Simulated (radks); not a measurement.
Q: All-electron atom: the neodymium ion Nd+ in [Xe] 4f3.5 6s1.5 (fractional occupations, a model configuration). Calculated with a radial shooting solver on a logarithmic mesh with Libxc functionals: scalar-relativistic Kohn-Sham, r2SCAN, spin-polarised, spherical densities, finite nucleus; open shells are filled with parallel spins first (spin-orbit coupling, left out, can overturn this in heavy ions); meta-GGA in the generalised Kohn-Sham scheme; Fermi nuclear charge, rms radius 4.9123 fm. Some entries of the table are withheld. Estimate them.

orbital  occ.  eigenvalue (Ry)  <r^2> (bohr^2)  r(max) (bohr)
1s up       1        -3195.521       0.0007602        0.01510
1s down     1        -3195.520       0.0007602        0.01510
2s down     1        -518.9449         0.01203        0.08545
2s up       1        -518.9436         0.01203        0.08545
2p down     3        -463.7402        0.009628        0.06893
2p up       3        -463.7396        0.009628        0.06893
3s up       1        -113.7799         0.08081         0.2434
3s down     1        -113.6887         0.08072         0.2434
3p up       3        -96.27318         0.08095         0.2385
3p down     3        -96.18157         0.08084         0.2385
3d up       5        -71.98903         0.06886         0.1964
3d down     5        -71.91674         0.06873         0.1963
4s up       1        -23.58004          0.4161         0.5653
4s down     1        -23.32489          0.4156         0.5650
4p up       3        -17.81305          0.4697         0.5898
4p down     3        -17.55274          0.4692         0.5894
4d up       5         -9.58458          0.5782         0.6184
4d down     5         -9.31703          0.5787         0.6178
5s up       1         -3.76389             (1)          1.311
5s down     1         -3.61908             (2)          1.324
5p up       3         -2.33345           3.210          1.476
5p down     3         -2.22651           3.310          1.495
4f up     3.5         -0.89337           1.380         0.6562
6s up       1         -0.68397           16.81          3.487
4f down     0         -0.65165           1.577         0.6582
6s down   0.5         -0.61384           18.53          3.616

A: 
(1) 5s up <r^2> (bohr^2): 2.376
(2) 5s down <r^2> (bohr^2): 2.451
